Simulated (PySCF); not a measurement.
Gas-phase reaction: SbF5 → Sb + 5 F

Method: PySCF energies plus ideal-gas RRHO corrections (1 bar). † marks an energy on the PBE0/def2-TZVP geometry and frequencies; other levels use their own. CCSD(T) freezes the core. Open shells (unrestricted): Sb (multiplicity 4), F (multiplicity 2, electronic degeneracy 6); the rest are closed-shell singlets. Spin-orbit splitting is ignored; it lowers the true energy and changes the entropy of F. Sb: scalar-relativistic def2 core potential, no spin-orbit coupling. CCSD(T) isn't extrapolated to the basis-set limit; its ΔH°(298 K) is 1611.2 kJ in def2-SVP and 1821.3 kJ in def2-TZVPP. The harmonic model lacks anharmonicity and excited electronic states, which grow with temperature; levels with a mode under 35 cm⁻¹ are left out. Soft modes under 120 cm⁻¹ make the harmonic entropy rough for SbF5.

| level | ΔE electronic, kJ | ΔH°(298 K), kJ | ΔS°(298 K), J/K | ΔG°(600 K), kJ |
|---|---|---|---|---|
| BLYP/def2-TZVP† | 1935 | 1921 | 637 | 1537 |
| CCSD(T)/def2-SVP† | 1625 | 1611 | 637 | 1228 |
| CCSD(T)/def2-TZVPP† | 1836 | 1821 | 637 | 1438 |
| PBE/def2-SVP | 1944 | 1931 | 627 | 1554 |
| PBE/def2-TZVP† | 2006 | 1992 | 637 | 1608 |
| PBE0/def2-SVP† | 1741 | 1726 | 637 | 1343 |
| ωB97X-V/def2-TZVP† | 1945 | 1931 | 637 | 1548 |
ΔH° is lowest at CCSD(T)/def2-SVP† and highest at PBE/def2-TZVP†. No reference value is set beside these.
